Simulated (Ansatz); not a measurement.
```xyz
10

Al    0.135    1.744    0.570
Si   -1.329   -0.156   -0.042
Si    0.617   -1.380   -0.448
Cl    2.038    0.201   -0.068
H     0.333    2.902   -0.496
H     0.439    1.951    2.114
H    -2.112   -0.127   -1.309
H    -2.120   -0.885    0.989
H     1.030   -2.435    0.511
H     0.968   -1.815   -1.823
```

The species carries charge 0 and has multiplicity 1.

Problem. List the CAM-B3LYP/def2-TZVPP orbital energies in eV (the Gaussian-basis code of Ansatz). (An estimate is asked.)

Solution. The calculation gave: Occupied: -2765.25, -1802.27, -1800.68, -1526.27, -260.04, -199.06, -198.98, -198.94, -146.78, -145.33, -114.28, -102.20, -102.06, -102.04, -100.68, -100.64, -100.60, -75.00, -74.85, -74.80, -25.60, -17.84, -16.01, -13.70, -12.89, -12.79, -11.56, -11.39, -11.07, -10.09, -9.59, -8.42. Lowest empty: -0.36, 0.32, 0.45, 1.32, 1.79, 2.18, 2.73, 2.90.
